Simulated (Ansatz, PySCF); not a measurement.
Gas-phase reaction (SMILES): ClB(Br)Br [dibromo(chloro)borane] + 3 [H][H] (H2) → B (BH3) + 2 Br (HBr) + Cl (HCl); energy of full hydrogenation.

Structures are relaxed separately at B3LYP-D3(BJ)/def2-TZVP in Ansatz (a quantum-chemistry and plane-wave program). Correlated levels leave the core frozen unless marked. No spin-orbit coupling. Frozen are the shells of the preceding noble gas and the d and f shells that filled before the atom's block. No relativistic terms. CBS marks a two-point X^-3 extrapolation of the correlation energy; Hartree-Fock from the larger set. Thermal terms are rigid-rotor harmonic-oscillator values from B3LYP-D3(BJ) frequencies (Ansatz or PySCF) at 298.15 K and 1 atm. 1 Eh = 627.5095 kcal/mol.

```tsv
species	E, CCSD(T)/CBS(def2-TZVPPD,def2-QZVPPD) (Ansatz) (Eh)	E, wB97M-V/def2-TZVPD (Ansatz) (Eh)	H - E (Eh)	G - E (Eh)
ClB(Br)Br	-5630.04048	-5633.17949	0.01221	-0.02438
[H][H] (H2)	-1.17452	-1.16077	0.01336	-0.00144
B (BH3)	-26.54873	-26.58282	0.03008	0.00872
Br (HBr)	-2573.28305	-2574.60901	0.00927	-0.01328
Cl (HCl)	-460.37886	-460.79070	0.01000	-0.01120
```

Problem. Work out ΔE and ΔH, ΔG, ΔS and the equilibrium constant at 298.15 K at the first level, then ΔH at the second.

Solution. 
1. ΔE = [(-26.54873) + 2×(-2573.28305) + (-460.37886)] - [(-5630.04048) + 3×(-1.17452)] = 0.07035 Eh = 44.1 kcal/mol at CCSD(T)/CBS(def2-TZVPPD,def2-QZVPPD).
2. The terms H - E add up to 0.00633 Eh, so ΔH = (0.07035 + (0.00633))×627.5095 = 48.1 kcal/mol.
3. The terms G - E add up to -0.00034 Eh, so ΔG = 43.9 kcal/mol, and ΔS = (0.00633 - (-0.00034))×627509.5/298.15 = 14.0 cal/(mol K).
4. log10 K = -ΔG/(RT ln 10) = -32.2, with RT ln 10 = 1.3642 kcal/mol.
5. At wB97M-V/def2-TZVPD the same steps give ΔE = 44.1 and ΔH = 48.1 kcal/mol, a shift of +0.0 from the first level.
6. These values are not checked against measurement here, since the tables used lack a sound gas-phase enthalpy of formation for at least one species.
